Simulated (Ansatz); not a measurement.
Born–Oppenheimer molecular dynamics of C₂H₈ClNOSn (14 atoms, charge 0, multiplicity 1). It starts from a relaxed structure.

All numbers below come from RKS PBE/def2-SVP in Ansatz.

```
ensemble                      : NVE (velocity Verlet)
time step                     : 2 fs
steps asked                   : 40
starting velocities drawn for : 300 K
seed                          : 554912
```

First frame:

```xyz
14
Properties=species:S:1:pos:R:3
Sn 0.089 -0.184 0.123
N 0.204 -0.294 2.161
C -1.026 -0.570 2.885
H -1.688 -1.211 2.269
H -0.797 -1.127 3.824
H -1.594 0.349 3.177
C 1.151 0.548 2.866
H 1.462 0.058 3.819
H 2.073 0.698 2.265
H 0.752 1.558 3.135
H 1.645 -0.347 -0.594
Cl -0.974 1.783 -0.752
O -1.173 -1.668 -0.347
H -1.920 -1.291 -0.854
```

Question: How far do the bonds stretch over the last three quarters of this one trajectory? (Pairs bonded in most of those frames.)

Answer: 
| bond | mean (Å) | spread (Å) | shortest | longest |
| --- | --- | --- | --- | --- |
| Sn1–N2 | 2.040 | 0.018 | 2.02 | 2.08 |
| Sn1–H11 | 1.730 | 0.031 | 1.68 | 1.77 |
| Sn1–Cl12 | 2.406 | 0.033 | 2.36 | 2.45 |
| Sn1–O13 | 2.011 | 0.031 | 1.96 | 2.05 |
| N2–C3 | 1.457 | 0.011 | 1.44 | 1.48 |
| N2–C7 | 1.451 | 0.024 | 1.42 | 1.49 |
| C3–H4 | 1.112 | 0.017 | 1.08 | 1.14 |
| C3–H5 | 1.122 | 0.042 | 1.06 | 1.18 |
| C3–H6 | 1.120 | 0.027 | 1.08 | 1.16 |
| C7–H8 | 1.115 | 0.004 | 1.11 | 1.12 |
| C7–H9 | 1.112 | 0.013 | 1.10 | 1.13 |
| C7–H10 | 1.121 | 0.013 | 1.10 | 1.15 |
| O13–H14 | 0.978 | 0.015 | 0.96 | 1.00 |

Mean temperature of the second half: 150 K. The conserved energy stayed within 2.7 meV per atom of its start (net change 0.85 meV per atom), so there is no drift, though single steps change it by up to 34 meV in the whole system, a sign of fast motions only just resolved. Over the second half the temperature averaged 0.50 of the 300 K drawn at the start: a run that starts near a minimum puts about half its kinetic energy into the potential. A step of 2 fs is long for free X–H stretches (periods near 10 fs) and can bias their spread and the temperature. A run of 0.08 ps of so small a system gives no equilibrium averages.

Time of the run: 82 s on 4 threads of Arm Neoverse V1 (shared host), peak memory 0.2 GiB.
